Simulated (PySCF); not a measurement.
Trend along the halogens: MC molecules

MP2 with double-zeta basis sets in PySCF, for the lowest determinant that a PBE0 search found; no spin–orbit coupling. De refers to high-spin ground-configuration atoms.

| M | basis | reference, frozen orbitals | state (unpaired electrons) | Re (Å) | ωe (cm⁻¹) | De (eV) |
| --- | --- | --- | --- | --- | --- | --- |
| F | def2-SVPD | UHF, 2 | doublet (π ↑) | 1.280 | 1312 | 5.64 |
| Cl | def2-SVPD | UHF, 6 | doublet (π ↑) | 1.658 | 889 | 3.75 |
| Br | def2-SVP | UHF, 10 | doublet (π ↑) | 1.811 | 761 | 3.12 |
| I | aug-cc-pVDZ/aug-cc-pVDZ-PP | UHF, 5 | doublet (π ↑) | 2.045 | 631 | 2.54 |

The shortest bond is that of CF (1.280 Å), the longest that of CI (2.045 Å). CF is bound most strongly (5.64 eV) and CI least (2.54 eV).

The rows differ in basis set, which adds steps of its own.

Down a group the atoms grow and get heavier, so bonds lengthen and wavenumbers fall; this series shows no clear exception.

Correlated steps freeze the inner cores (2 to 10 orbitals); shallow outer-core shells are correlated. Correlated levels converge slowly with the basis: in double zeta they bind strong bonds too weakly, by up to about 1 eV, and carry superposition errors of some tenths. These are scalar-relativistic numbers at best; spin–orbit coupling would shift them, the dissociation energy most. States were picked by a PBE0 search and need not be the measured ground states.
